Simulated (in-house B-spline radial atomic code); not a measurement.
How numerical settings move a run on Tm III (Tm2+), [Xe] 4f13. Computed with a B-spline radial code for spherical atoms: Dirac-Kohn-Sham LDA VWN5, spherical fractional occupations, Fermi nucleus of rms radius 5.2256 fm.

Command:
```bash
python run_scf.py task.json out
```
Settings of the sound reference run:
```
Z                69
electrons        67
configuration    [Xe] 4f13
hamiltonian      dirac
method           lda,vwn
spin_polarised   False
nucleus          fermi
rms_radius       5.2256
mass_number      169
atomic_mass      168.9342
speed_of_light   137.036
knot_spacing     0.22
spline_order     8
gauss_points     12
box_radius       22.22
max_iterations   70
damping          0.5
damped_steps     3
diis_vectors     10
tolerance        1e-08
start            Thomas-Fermi
```

Cost of the run: 2.1 s on 1 thread of Arm Neoverse N1, with other jobs on the host.

It converges in 11 iterations to -13571.560411 hartree, with 4f7/2 at -17.3331 eV. The other runs change the listed settings, some to values that make no sense; their results aren't properties of the atom or ion. Radii are in bohr (the nuclear one in fm), a minus after a letter asks for a j subshell, and «unchanged» means within 1e-8 hartree. The run stops when the residual is below 10 × tolerance × max(1, Z/10), or a noise floor if that is larger, and the energy moves by less than 1e-8 × √|E| hartree; so very loose and very tight tolerances often act alike.

```tsv
changed settings	outcome
damping = 0.95	converged in 10 iterations, energy unchanged, 4f7/2 level -5.9e-05 eV
electrons = 68, configuration = [Xe] 4f13 2f1, max_iterations = 100	stopped with error: there is no 2f shell
gauss_points = 3, max_iterations = 100, damping = 0.2, tolerance = 1e-06, start = bare nucleus	converged in 14 iterations, energy +1.75e-03 hartree from the reference, 4f7/2 level +3.2e-05 eV
damping = 0.2	converged in 12 iterations, energy unchanged, 4f7/2 level +4.5e-05 eV
diis_vectors = 1	not converged after 70 iterations, last residual 4.3e+00, last energy +2.34e+02 hartree from the reference
gauss_points = 4	converged in 11 iterations, energy +7.80e-06 hartree from the reference, 4f7/2 level -1.8e-06 eV
diis_vectors = 4	converged in 11 iterations, energy unchanged, 4f7/2 level +1.7e-05 eV
damping = 0.8	converged in 10 iterations, energy unchanged, 4f7/2 level +2.8e-06 eV
method = tpss,tpss	stopped with error: meta-GGAs are not served with the Dirac Hamiltonian
damping = 0	converged in 12 iterations, energy unchanged, 4f7/2 level +2.8e-05 eV
diis_vectors = 2	converged in 15 iterations, energy unchanged, 4f7/2 level -1.0e-04 eV
diis_vectors = 20	converged in 11 iterations, energy unchanged
diis_vectors = 0	not converged after 70 iterations, last residual 3.0e-01, last energy +2.70e+00 hartree from the reference
```

(1) What happens with gauss_points = 3?

(2) What happens with gauss_points = 8, box_radius = 1.33, first_knot = 0.00435, max_iterations = 100?

(3) What happens with max_iterations = 2, damped_steps = 0, diis_vectors = 0, tolerance = 1e-10?

(4) What happens with electrons = 68, configuration = [Xe] 4f13 6s-1, max_iterations = 50?

## Answers

(1) Converged in 10 iterations, energy +1.75e-03 hartree from the reference, 4f7/2 level -1.3e-04 eV.

(2) Converged in 7 iterations, energy +5.69e+01 hartree from the reference, 4f7/2 level +1.4e+02 eV (the program warns: 4f7/2 has a positive eigenvalue: unbound, held by the box; 5s1/2 has a positive eigenvalue: unbound, held by the box).

(3) Not converged after 2 iterations, last residual 9.9e-02, last energy +1.31e-01 hartree from the reference.

(4) Stopped with error: j subshells need the Dirac Hamiltonian and l > 0.
